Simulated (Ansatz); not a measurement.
Geometry optimisation, RKS B3LYP-D4/6-31G* in Ansatz 0.2.0.

Input file:

```yaml
crystal:
  periodic: [false, false, false]
  atoms:
    - { symbol: "N", position_ang: [-2.2255, -0.9106, 0.3432] }
    - { symbol: B, position_ang: [-0.934, -0.8019, -0.3806] }
    - { symbol: C, position_ang: [0.2632, -0.011, 0.2586] }
    - { symbol: "N", position_ang: [1.4976, -0.9087, 0.4695] }
    - { symbol: Si, position_ang: [0.7907, 1.3738, -0.8976] }
    - { symbol: H, position_ang: [-3.02279, -0.73073, -0.41588] }
    - { symbol: H, position_ang: [-2.36527, -1.85945, 0.67848] }
    - { symbol: H, position_ang: [-0.7563, -1.3247, -1.4275] }
    - { symbol: H, position_ang: [-0.0129, 0.4422, 1.2879] }
    - { symbol: H, position_ang: [1.1443, -1.6458, 1.1943] }
    - { symbol: H, position_ang: [2.1897, -0.3815, 0.9448] }
    - { symbol: H, position_ang: [1.9247, 2.1404, -0.2713] }
    - { symbol: H, position_ang: [-0.4041, 2.3107, -1.0925] }
    - { symbol: H, position_ang: [1.1806, 0.8374, -2.1587] }
basis:
  gaussian: { orbitals: "6-31G*" }
hamiltonian:
  xc: b3lyp
  dispersion: d4
relax:
  f_tol: 0.015
  max_steps: 40
```

Run as:

```bash
$ ansatz run input.yaml --threads 2 --pin off --max-ram 3072MiB --backend cpu --events-out ev --progress --plain --runs-dir out
```

Where does it end, and by what steps?

It converged. After 19 steps the energy has fallen by 1.745 eV; H7 moved furthest, 1.92 Å.

| step | energy less start (eV) | largest force component (eV/Å) | accepted |
| --- | --- | --- | --- |
| 0 | 0.0000 | 2.781 | yes |
| 1 | -0.5220 | 2.016 | yes |
| 2 | -0.7978 | 2.042 | yes |
| 3 | -1.0767 | 2.009 | yes |
| 4 | -1.3056 | 1.511 | yes |
| 5 | -1.5194 | 0.913 | yes |
| 6 | -1.6247 | 0.481 | yes |
| 7 | -1.6592 | 0.436 | yes |
| 8 | -1.6805 | 0.789 | yes |
| 9 | -1.7046 | 0.349 | yes |
| 10 | -1.7164 | 0.329 | yes |
| 11 | -1.7304 | 0.206 | yes |
| 12 | -1.7298 | 0.248 | no |
| 13 | -1.7365 | 0.099 | yes |
| 14 | -1.7411 | 0.104 | yes |
| 15 | -1.7432 | 0.169 | yes |
| 16 | -1.7443 | 0.078 | yes |
| 17 | -1.7444 | 0.069 | yes |
| 18 | -1.7448 | 0.043 | yes |
| 19 | -1.7449 | 0.007 | yes |

```xyz
14
Properties=species:S:1:pos:R:3
N -2.156 -0.724 -0.165
B -0.805 -1.055 -0.321
C 0.329 -0.215 0.382
N 1.637 -0.902 0.387
Si 0.540 1.344 -0.688
H -2.896 -1.208 -0.652
H -2.487 0.040 0.410
H -0.530 -1.976 -1.037
H -0.018 0.115 1.382
H 1.553 -1.834 0.787
H 2.306 -0.396 0.963
H 1.782 2.070 -0.294
H -0.614 2.269 -0.489
H 0.629 1.004 -2.132
```

Whether the end is a true minimum wasn't checked by a vibrational analysis.

The run took 24 s on 2 threads of AMD EPYC 9R45 96-Core Processor (Zen 5), on a shared host, peak memory 0.23 GiB.
